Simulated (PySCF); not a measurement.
The complex [MoBr6]2- (charge -2) contains Mo(IV), shell d2. The structure is a model geometry with rigid ligands and bond lengths from ionic radii and polar angle and twist changed to 49.10, 0.00°, not a minimum; coordination trigonal prismatic, point group D3h, metal–donor distances 2.51 Å.

The d shell alone is too small an active space for [MoBr6]2- (an active orbital has only 0.60 squared overlap with the free ion's shell): its levels, fitted parameters, g values and moments show what this model gives and aren't sound predictions.

```
7

Mo    0.000    0.000    0.000
Br    1.897    0.000    1.643
Br   -0.949    1.643    1.643
Br   -0.949   -1.643    1.643
Br    1.897    0.000   -1.643
Br   -0.949    1.643   -1.643
Br   -0.949   -1.643   -1.643
```

Method (PySCF 2.14, density fitting): CASSCF(2,5) with orbitals averaged over all microstates of the shell, strongly contracted NEVPT2 on the averaged canonical orbitals; basis x2c-TZVPall on the metal, x2c-SVPall elsewhere; spin-free X2C; IEF-PCM water; spin-orbit coupling by state interaction with the mean-field operator over all roots.

Which term lies lowest, and with what spin?

3E' (S = 1, orbital degeneracy 2), orbital occupations from the lowest 1.0 0.5 0.5 0.0 0.0, by NEVPT2.

List the excited states of the same spin.

By NEVPT2: 3A2' at 10447 cm⁻¹ (957 nm); 3E'' at 20134 cm⁻¹ (497 nm); 3A2'' at 23510 cm⁻¹ (425 nm); 3A1'' at 23804 cm⁻¹ (420 nm); 3E'' at 26496 cm⁻¹ (377 nm); 3A2' at 41528 cm⁻¹ (241 nm). The strongest, at 20134 cm⁻¹, has f = 4.6e-03.

Which is the lowest state of another spin?

1A1' at 3885 cm⁻¹ by NEVPT2; CASSCF alone puts it at 6807 cm⁻¹ above the same ground state.

What ligand-field parameters describe the result?

At CASSCF level (the NEVPT2 levels don't fit a ligand-field model well): orbital energies 0, 3985, 3986, 19519, 19520 cm⁻¹; B = 527 cm⁻¹; C = 2334 cm⁻¹; B over its free-ion value at the same level 0.610; rms of the fit 390 cm⁻¹; spin-orbit coupling on the heavy ligands mixes in, so no single ζ describes it.

What are the magnetic parameters?

Degenerate or low-lying orbital states mix with the ground state, so no spin-only Hamiltonian applies. The lowest spin-orbit level is 2-fold; the next lies at 432.8 cm⁻¹. The two lowest states form a pseudo-doublet split by 0.001 cm⁻¹ with g_z = 1.33. μeff is 1.97 μB at 300 K and 0.75 μB at 10 K; the spin-only value is 2.83 μB.

Charge-transfer states lie outside this active space and may come lower than some of these levels. The ground state is orbitally degenerate in this regular structure, which would distort (Jahn–Teller), so its moment is that of the undistorted model. NEVPT2 lifts 3E'' from 17962 to 20134 cm⁻¹; on the d shell alone such lifts tend to overshoot. NEVPT2 on the d shell alone tends to put d–d bands too high for such charged or covalently bound ions.

The job took 2.5 min on one thread of Arm Neoverse V2 (shared host), with 255 basis functions and a peak of 0.91 GiB, launched as `OMP_NUM_THREADS=1 python lf_run.py task.json out`.
